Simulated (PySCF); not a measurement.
ethynylcyclopropane (C₅H₆), SMILES C(C1CC1)#C.

Geometry optimised at B3LYP-D3(BJ)/def2-SVP.

Two levels are set side by side: PBE/def2-TZVP (PySCF) and M06-2X/def2-TZVP (PySCF). Same geometry, gas phase. Differences are taken from unrounded values.

```
quantity                     M06-2X
---------------------------  ------
orbital gap (eV)               9.99
highest occupied level (eV)   -8.35
lowest empty level (eV)        1.64
dipole moment (D)              0.97
mean polarisability (bohr³)    55.3
```

What does PBE give, and how far is it from M06-2X? (An estimate is asked for; the answer gives what the named calculation found.)


| quantity | PBE | PBE minus M06-2X |
|---|---|---|
| orbital gap (eV) | 5.88 | -4.11 |
| highest occupied level (eV) | -6.02 | 2.33 |
| lowest empty level (eV) | -0.14 | -1.78 |
| dipole moment (D) | 1.02 | 0.05 |
| mean polarisability (bohr³) | 57.4 | 2.1 |

Without exact exchange PBE keeps part of each electron's self-repulsion, which lifts occupied levels and narrows the gap. PBE's more diffuse valence density responds more strongly to a field. Differences between two approximate levels are no errors against the true value.

Rough cost on one machine, each run with all the roots and properties that it gave: M06-2X against PBE about 3 times.
